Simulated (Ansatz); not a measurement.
CH3BeFO, singlet, at a GFN2-xTB geometry (such geometries of metal compounds can be far from the true shape); CASSCF(6,6)/def2-SVP in Ansatz (a quantum-chemistry and plane-wave program).

The Ansatz input:
Ansatz 0.2 input:
```yaml
crystal:
  periodic: [false, false, false]
  atoms:
    - {symbol: Be, position_ang: [-0.50170052, 0.21775493, 0.59373805]}
    - {symbol: F, position_ang: [-1.37139021, 0.54353564, 1.62744781]}
    - {symbol: O, position_ang: [0.34935493, -0.12746198, -0.41553657]}
    - {symbol: C, position_ang: [1.20617691, -0.49362905, -1.43003884]}
    - {symbol: H, position_ang: [1.57146220, 0.39576392, -1.95304373]}
    - {symbol: H, position_ang: [2.06092456, -1.03979844, -1.01878504]}
    - {symbol: H, position_ang: [0.68502638, -1.13733582, -2.14562809]}
basis:
  gaussian:
    orbitals: def2-SVP
hamiltonian:
  xc: hf
magnetization: {spin_polarized: false}
correlation: {active_space: {window: {electrons: 6, orbitals: 6}}}
```

It wrote (shortened):

```
Functional definition: HF
683 factors; integrals over basis functions are off by at most 1.3e-3 eV
mean field evaluation 1: about -6214.5466 eV, gradient 4.0e1 eV
mean field evaluation 2: about -6214.5954 eV, gradient 4.0e1 eV
mean field evaluation 4: about -6217.6061 eV, gradient 2.3e0 eV
mean field evaluation 8: about -6217.6252 eV, gradient 2.0e-1 eV
mean field -6217.62535896 eV, -228.4935174839 hartree, gradient 1.9e-6 eV, S^2 0.000000; 0 other end points of the search recorded, 0 dependent functions left out
reference -6217.62535896 eV, -228.4935174839 hartree; 15, 15 occupied and 51, 51 virtual orbitals, 683 factors
state -6219.92698415 eV, -228.5781006495 hartree
the orbitals are reached from a further start. From the first start the search ends at -6219.17843016 eV, -228.5505917980 hartree
Total energy: -6219.92698415 eV, -228.5781006495 hartree
```
